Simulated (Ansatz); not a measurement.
Molecule: C4H10O (charge 0, singlet). SMILES: CC(C)CO
Geometry: optimised at B3LYP-D3(BJ)/def2-TZVP (Ansatz, a program for electronic structure).

Quantity: enthalpy of formation at 298 K, in kcal/mol. Set-up: LANL2DZ all-electron up to Ne; 6-311+G** with 5d; no spin-orbit coupling; open shells spin-unrestricted; valence correlation only; dispersion terms only where a functional's name holds one; non-relativistic; 6-31G* and kin with 6d, 5d where marked. CBS marks a two-point X^-3 extrapolation of the correlation energy; Hartree-Fock from the larger set. Ab initio and DFT rows: single points at B3LYP-D3(BJ) geometries (Ansatz), with unscaled harmonic terms from B3LYP/6-31G* (Ansatz) at its own minima, enthalpies of formation by atomisation with measured atoms.

Measured values: CRC Handbook, as tabulated in the package chemicals; they hold spin-orbit and core effects, anharmonicity and other conformers. 

Value to compare with, the measured value: -67.8 kcal/mol.

| level | program | enthalpy of formation at 298 K (kcal/mol) | error |
|---|---|---|---|
| B3LYP/STO-3G | Ansatz | -295.2 | -227.4 |
| B3LYP/3-21G | Ansatz | -35.0 | 32.8 |
| B3LYP/LANL2DZ | Ansatz | -15.4 | 52.4 |
| B3LYP/6-31G | Ansatz | -23.3 | 44.5 |
| B3LYP/6-31G* | Ansatz | -55.0 | 12.8 |
| B3LYP/6-31+G* | Ansatz | -46.3 | 21.5 |
| B3LYP/6-31G** | Ansatz | -66.4 | 1.4 |
| B3LYP/def2-SVP | Ansatz | -62.6 | 5.2 |
| B3LYP/cc-pVDZ | Ansatz | -36.5 | 31.3 |
| B3LYP/6-311+G** | Ansatz | -48.9 | 18.9 |
| B3LYP/def2-TZVPD | Ansatz | -53.9 | 13.9 |
| CCSD(T)/CBS(cc-pVTZ,cc-pVQZ) | Ansatz | -65.1 | 2.7 |

Among the 10 habitual levels, B3LYP/STO-3G lies farthest from the measured value (-227.4 kcal/mol) and B3LYP/6-31G** nearest (1.4); 9 of 10 lie above it, and their mean absolute error is 44.8 kcal/mol, the median 26.4. One case shows no general order.

The sets are all those run for this method; left out are runs that failed, that the program found above a lower state of the same kind, or whose <S^2> lies over 0.5 above the pure value.
